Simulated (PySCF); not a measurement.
NMR data simulated for an unnamed compound:

1H NMR (500 MHz, computed): δ 10.04 (s, 1H), 8.91 (dt, J = 5.4, 1.2 Hz, 1H), 8.21 (dt, J = 8.7, 1.0 Hz, 1H), 7.96 (td, J = 8.5, 1.5 Hz, 1H), 7.41 (ddd, J = 8.3, 5.4, 1.0 Hz, 1H).

13C{1H} NMR (computed): δ 198.8 (CH), 156.7 (C), 155.7 (CH), 142.1 (CH), 132.9 (CH), 127.1 (CH).

- couplings computed with B3LYP/pcJ-1 (spin–dipole term only in couplings to heteroatoms)
- PBE0-D3(BJ)/def2-SVP structure
- PBE0/pcSseg-1 with gauge-including orbitals
- run in PySCF 2.14
- one conformer, no relativistic terms, no solvent

δ = σ(ref) − σ, references computed at the same level: TMS for 1H (σ = 31.27 ppm) and 13C (σ = 184.41 ppm).

Which of these does the molecule contain: a C≡C triple bond, an ester, a Si–CH3 group, an aldehyde, a heteroaromatic ring?

Answers


- A C≡C triple bond: no.
- An ester: no.
- A Si–CH3 group: no.
- An aldehyde: yes (δC 198.8; δH 10.04 (s)).
- A heteroaromatic ring: yes.

The data belong to `O=Cc1ccccn1`, C6H5NO; they needn't prove each group on their own.

Carbon signals by region: 1 in the far downfield region (above 160 ppm), 5 in the sp2 and nitrile region (100–160 ppm). Above 160 ppm: 198.8, aldehyde carbonyl carbon.

Splittings below 1 Hz are ignored in the labels, and close J values are merged. Unscaled 3J(H,H) at this level run about 9 % above measured values. Shifts are as computed. Against solution values, carbons near 30 ppm lie about +2 ppm off and those near 130 ppm about +4 ppm. Of 246 compounds with measured shifts, 49 miss one by over three times the rms of a fit or turn the order of signals round; such compounds aren't used in these exercises.
